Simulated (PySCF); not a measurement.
## Calcium: a sound run and one with changed settings

Sound run: Ca [Ar] 4s2, Ca⁺ [Ar] 4s1. Computed with PySCF 2.14 in x2c-SVPall (5s3p2d, 24 functions), with scalar relativity by spin-free X2C-1e. The sound run starts from symmetry-adapted Hartree-Fock orbitals and uses a fine grid where one is needed.

Changed run: initial guess 1e, at most 50 SCF cycles, level shift 0.5 hartree.

| species | method | sound run (hartree) | changed run (hartree) | converged |
| --- | --- | --- | --- | --- |
| Ca | UHF | -679.52012 | -679.26725 | yes |
| Ca | TPSS | -680.35650 | -680.35650 | yes |
| Ca | r2SCAN | -680.29549 | -680.29549 | yes |
| Ca⁺ | UHF | -679.33084 | -679.24458 | yes |
| Ca⁺ | TPSS | -680.13404 | -680.13345 | no |
| Ca⁺ | r2SCAN | -680.07958 | -680.07940 | no |

The plain start fixes occupations by D2h representation alone, and Ca at UHF, Ca⁺ at UHF landed in another state (other ⟨L²⟩ or ⟨S²⟩). A level shift slows the SCF but leaves a converged energy unchanged.
